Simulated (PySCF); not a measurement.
ClSe, doublet, geometry from GFN2-xTB (the spin is typed, not shown lowest), with bond 1-2 at 1.4 times its length; CASSCF(5,6)/cc-pVDZ (PySCF).

Input for PySCF:
```python
from pyscf import gto, scf, mcscf
import numpy

mol = gto.M(
    atom='''
Se    0.000000    0.000000   -1.547709
Cl    0.000000    0.000000    1.407008
''',
    basis='cc-pvdz',
    charge=0,
    spin=1,
    verbose=4,
)

mf = scf.ROHF(mol)
mf.kernel()
mc = mcscf.CASSCF(mf, 6, 5)
mc.fix_spin_(ss=0.75)
mc.kernel()
occ = numpy.linalg.eigvalsh(mc.fcisolver.make_rdm1(mc.ci, mc.ncas, mc.nelecas))[::-1]
ss = mc.fcisolver.spin_square(mc.ci, mc.ncas, mc.nelecas)[0]
print('natural occupations', occ.round(4), ' <S^2>', round(ss, 4))
```

What does PySCF print? Leave out banner, timings and long lists.


```
PySCF version 2.14.0

[INPUT] verbose = 4
[INPUT] num. atoms = 2
[INPUT] num. electrons = 51
[INPUT] charge = 0
[INPUT] spin (= nelec alpha-beta = 2S) = 1
[INPUT] symmetry False subgroup None
[INPUT] Mole.unit = angstrom
[INPUT] Symbol           X                Y                Z      unit          X                Y                Z       unit  Magmom
[INPUT]  1 Se     0.000000000000   0.000000000000  -1.547709000000 AA    0.000000000000   0.000000000000  -2.924746130524 Bohr   0.0
[INPUT]  2 Cl     0.000000000000   0.000000000000   1.407008000000 AA    0.000000000000   0.000000000000   2.658859775072 Bohr   0.0

nuclear repulsion = 103.517334455977
number of shells = 11
number of NR pGTOs = 118
number of NR cGTOs = 45
basis = cc-pvdz
ecp = {}

******** <class 'pyscf.scf.rohf.ROHF'> ********
method = ROHF
initial guess = minao
damping factor = 0
level_shift factor = 0
DIIS = <class 'pyscf.scf.diis.CDIIS'>
diis_start_cycle = 1
diis_space = 8
diis_damp = 0
SCF conv_tol = 1e-09
SCF conv_tol_grad = None
SCF max_cycles = 50
direct_scf = True
direct_scf_tol = 1e-13
num. doubly occ = 25  num. singly occ = 1
Set gradient conv threshold to 3.16228e-05
init E= -2857.94438568278
  HOMO = -0.267689343296679  LUMO = -0.225533619560083  gap/eV = 1.14712
cycle= 1 E= -2859.16063131735  delta_E= -1.22  |g|= 0.328  |ddm|= 0.864
  HOMO = -0.326390439290051  LUMO = -0.132319017357042  gap/eV = 5.28095
cycle= 2 E= -2858.85379471057  delta_E= 0.307  |g|= 0.844  |ddm|= 1.03
  HOMO = -0.308863261899555  LUMO = -0.103507642217939  gap/eV = 5.58801
cycle= 3 E= -2859.20148548151  delta_E= -0.348  |g|= 0.164  |ddm|= 0.954
  HOMO = -0.289609314879842  LUMO = -0.0941962376715659  gap/eV = 5.31746
cycle= 4 E= -2859.21419776302  delta_E= -0.0127  |g|= 0.0716  |ddm|= 0.0966
  HOMO = -0.280462361467414  LUMO = -0.096636680168096  gap/eV = 5.00215
cycle= 5 E= -2859.21775436916  delta_E= -0.00356  |g|= 0.0295  |ddm|= 0.0579
  HOMO = -0.268666508180687  LUMO = -0.0956735725157125  gap/eV = 4.70738
cycle= 6 E= -2859.21881807485  delta_E= -0.00106  |g|= 0.00614  |ddm|= 0.0478
  HOMO = -0.263097118002634  LUMO = -0.0946483882395037  gap/eV = 4.58372
cycle= 7 E= -2859.21887909314  delta_E= -6.1e-05  |g|= 0.0026  |ddm|= 0.0194
  HOMO = -0.263458067511773  LUMO = -0.0946210942796244  gap/eV = 4.59429
cycle= 8 E= -2859.21888198409  delta_E= -2.89e-06  |g|= 0.000654  |ddm|= 0.00213
  HOMO = -0.263600884756193  LUMO = -0.0945669102157327  gap/eV = 4.59965
cycle= 9 E= -2859.21888228276  delta_E= -2.99e-07  |g|= 0.00013  |ddm|= 0.000696
  HOMO = -0.263638104695099  LUMO = -0.0945625448836482  gap/eV = 4.60078
cycle= 10 E= -2859.21888229509  delta_E= -1.23e-08  |g|= 3.78e-05  |ddm|= 0.00015
  HOMO = -0.263648394830856  LUMO = -0.094562895003022  gap/eV = 4.60105
cycle= 11 E= -2859.21888229617  delta_E= -1.08e-09  |g|= 2.42e-06  |ddm|= 5.32e-05
  HOMO = -0.263647795554825  LUMO = -0.0945622691271129  gap/eV = 4.60105
cycle= 12 E= -2859.21888229617  delta_E= -9.09e-13  |g|= 3.76e-07  |ddm|= 3.97e-06
  HOMO = -0.263647898165363  LUMO = -0.0945623157464153  gap/eV = 4.60105
Extra cycle  E= -2859.21888229618  delta_E= -5.46e-12  |g|= 1.27e-07  |ddm|= 4.03e-07
converged SCF energy = -2859.21888229618

******** <class 'pyscf.mcscf.mc1step.CASSCF'> ********
CAS (3e+2e, 6o), ncore = 23, nvir = 16
max_cycle_macro = 50
max_cycle_micro = 4
conv_tol = 1e-07
conv_tol_grad = None
orbital rotation max_stepsize = 0.02
orbital rotation threshold for CI restart = 0.01
augmented hessian ah_max_cycle = 30
augmented hessian ah_conv_tol = 1e-12
augmented hessian ah_linear dependence = 1e-14
augmented hessian ah_level shift = 1e-08
augmented hessian ah_start_tol = 2.5
augmented hessian ah_start_cycle = 3
augmented hessian ah_grad_trust_region = 3
kf_trust_region = 3
kf_interval = 4
ci_response_space = 4
ci_grad_trust_region = 3
with_dep4 0
natorb = False
canonicalization = True
sorting_mo_energy = False
ao2mo_level = 2
internal_rotation = False
******** <class 'pyscf.fci.addons.SpinPenaltyFCISolver'> ********
max. cycles = 50
conv_tol = 1e-08
davidson only = True
linear dependence = 1e-12
level shift = 0.001
max iter space = 12
nroots = 1
pspace_size = 400
spin = None
CASCI E = -2859.26846538048  S^2 = 0.7500000
Set conv_tol_grad to 0.000316228
macro iter   1 ( 20 JK    4 micro), CASSCF E = -2859.27749504224  dE = -9.02966176e-03  S^2 = 0.7500000
               |grad[o]|=0.0969  |grad[c]|=0.00905  |ddm|=0.0705  |maxRot[o]|= 0.19
macro iter   2 ( 21 JK    4 micro), CASSCF E = -2859.27795432619  dE = -4.59283956e-04  S^2 = 0.7500000
               |grad[o]|=0.0185  |grad[c]|=0.00317  |ddm|=0.0056  |maxRot[o]|=0.283
macro iter   3 ( 21 JK    4 micro), CASSCF E = -2859.27909602147  dE = -1.14169528e-03  S^2 = 0.7500000
               |grad[o]|=0.0117  |grad[c]|=0.012  |ddm|=0.00793  |maxRot[o]|=0.245
macro iter   4 ( 21 JK    4 micro), CASSCF E = -2859.28187263664  dE = -2.77661516e-03  S^2 = 0.7500000
               |grad[o]|=0.0103  |grad[c]|=0.0217  |ddm|=0.0171  |maxRot[o]|=0.219
macro iter   5 ( 21 JK    4 micro), CASSCF E = -2859.28595041304  dE = -4.07777640e-03  S^2 = 0.7500000
               |grad[o]|=0.0102  |grad[c]|=0.0298  |ddm|=0.0137  |maxRot[o]|=0.207
macro iter   6 ( 21 JK    4 micro), CASSCF E = -2859.29070660747  dE = -4.75619443e-03  S^2 = 0.7500000
               |grad[o]|=0.00951  |grad[c]|=0.0369  |ddm|=0.0113  |maxRot[o]|=0.274
macro iter   7 ( 21 JK    4 micro), CASSCF E = -2859.29449575333  dE = -3.78914586e-03  S^2 = 0.7500000
               |grad[o]|=0.00905  |grad[c]|=0.036  |ddm|=0.0201  |maxRot[o]|=0.314
macro iter   8 ( 21 JK    4 micro), CASSCF E = -2859.29799527204  dE = -3.49951871e-03  S^2 = 0.7500000
               |grad[o]|=0.0092  |grad[c]|=0.026  |ddm|=0.0152  |maxRot[o]|=0.258
macro iter   9 ( 17 JK    4 micro), CASSCF E = -2859.29869784041  dE = -7.02568374e-04  S^2 = 0.7500000
               |grad[o]|=0.0131  |grad[c]|=0.00279  |ddm|=0.00568  |maxRot[o]|=0.155
macro iter  10 ( 11 JK    3 micro), CASSCF E = -2859.29870266679  dE = -4.82637324e-06  S^2 = 0.7500000
               |grad[o]|=0.000961  |grad[c]|=9.63e-05  |ddm|=0.000262  |maxRot[o]|=0.00863
macro iter  11 (  3 JK    1 micro), CASSCF E = -2859.29870268468  dE = -1.78970367e-08  S^2 = 0.7500000
               |grad[o]|=5.57e-05  |grad[c]|=5.06e-05  |ddm|=2.56e-05  |maxRot[o]|=0.000719
1-step CASSCF converged in  11 macro (198 JK  40 micro) steps
CASSCF canonicalization
Density matrix diagonal elements [1.62726029 1.98371813 0.99777091 0.3706449  0.01211378 0.00849199]
CASSCF energy = -2859.29870268468
CASCI E = -2859.29870268468  E(CI) = -6.35706806113194  S^2 = 0.7500000
natural occupations [1.9838 1.6388 0.998  0.3617 0.0095 0.0082]  <S^2> 0.75
```
